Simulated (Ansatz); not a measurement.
A structure relaxed at PBE0-D4/def2-TZVPD in Ansatz, charge -1, singlet:

```xyz
3

Au    0.000    0.000    0.000
Au   -1.823   -0.963   -1.563
Au    1.823    0.963    1.563
```

(1) Give its formula and point group.

(2) Summarise the bond lengths by kind (pairs closer than 1.2 times the sum of covalent radii, bridged metal pairs left out).

## Answers

(1) Au₃⁻. Point group D∞h (tolerance 0.1 Å).

(2) 2 × Au–Au 2.59 Å.

In the def2 sets Au takes a core potential; there is no spin–orbit coupling. The structure comes from a short search, and lower isomers may exist.
